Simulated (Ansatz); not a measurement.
Basis sets compared for Al4Ru (the lowest singlet isomer of a short search). The state is a singlet with charge 0. Geometry PBE0-D4/def2-SVP. Ansatz on 4 threads of Arm Neoverse V1 on a shared host; times are rough, and most runs start from earlier orbitals.

```csv
atom,x (Å),y (Å),z (Å)
Ru1,-0.695,-0.636,0.066
Al2,-0.406,1.628,0.074
Al3,0.020,-0.256,2.315
Al4,1.572,-0.562,-0.185
Al5,-0.491,-0.175,-2.270
```

In the def2 sets Ru takes a core potential; there is no spin–orbit coupling. The structure comes from a short search, and lower isomers may exist.

Binding counts from free atoms (Ru quintet, Al doublet) in the same basis, without a counterpoise term.

```tsv
level	functions	energy (Eh)	HOMO (eV)	LUMO (eV)	binding per atom (eV)	wall time
PBE-D4/def2-SVP	103	-1063.8634	-4.66	-3.14	2.74	1.2 s
PBE-D4/def2-TZVP	188	-1064.2349	-4.60	-3.09	2.76	2.4 s
r2SCAN-D4/def2-TZVP (with forces)	188	-1064.6401	-4.74	-3.06	2.62	5.5 s
PBE0-D4/def2-SVP	103	-1063.8707	-5.22	-2.54	2.41	1.8 s
PBE0-D4/def2-TZVP	188	-1064.2367	-5.14	-2.48	2.43	3.4 s
```

**Question.** Estimate the rows for PBE-D4/def2-TZVPD, r2SCAN-D4/def2-TZVPD, PBE0-D4/def2-TZVPD.

**Answer.** 
| level | functions | energy (Eh) | HOMO (eV) | LUMO (eV) | binding per atom (eV) | wall time |
| --- | --- | --- | --- | --- | --- | --- |
| PBE-D4/def2-TZVPD | 212 | -1064.2356 | -4.60 | -3.10 | 2.76 | 2.7 s |
| r2SCAN-D4/def2-TZVPD | 212 | -1064.6408 | -4.73 | -3.06 | 2.62 | 6 s |
| PBE0-D4/def2-TZVPD | 212 | -1064.2374 | -5.14 | -2.49 | 2.43 | 3.7 s |
